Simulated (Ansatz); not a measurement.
Cl3H3O4SiSn, SMILES `O[Si](O)(O)[O][Sn]([Cl])([Cl])[Cl]`, relaxed with RKS PBE-D4/def2-SVP in Ansatz from a rough embedded geometry. The force threshold is 0.03 eV/Å; the program also tests the step.

Total charge 0; spin multiplicity 1. Sn: def2 effective core potential.

Start:

```xyz
12

O     0.914    0.582   -1.762
Si    0.482   -0.650   -0.729
O    -1.131   -1.046   -1.050
O     1.415   -2.033   -0.977
O     0.705   -0.193    0.926
Sn   -0.600    1.291    1.314
Cl   -2.820    0.423    1.384
Cl   -0.490    3.021   -0.240
Cl   -0.134    2.212    3.416
H     1.870    0.860   -1.490
H    -1.365   -1.788   -0.438
H     1.154   -2.680   -0.352
```

(1) How much energy does the relaxation release, and in how many steps? (Best estimate.)

(2) Which bonds change most? (An estimate is asked.)

(3) Give the relaxed structure. (Best estimate.)

Answers

(1) The calculation gave: 0.63 eV, in 58 steps, 8 of them rejected.

(2) Ansatz gave: O1–H10 from 1.031 to 0.973 Å; Si2–O5 from 1.731 to 1.673 Å; Sn6–Cl7 from 2.385 to 2.345 Å; O4–H12 from 0.936 to 0.973 Å.

(3) The calculation gave: 
```xyz
12

O     1.289    0.172   -1.969
Si    0.613   -0.603   -0.672
O    -1.053   -0.464   -0.848
O     1.224   -2.144   -0.631
O     0.817    0.119    0.824
Sn   -0.799    1.117    1.460
Cl   -2.494   -0.301    2.243
Cl   -1.598    2.736   -0.045
Cl    0.016    2.288    3.326
H     2.192   -0.109   -2.196
H    -1.387   -0.238   -1.735
H     1.181   -2.573    0.242
```
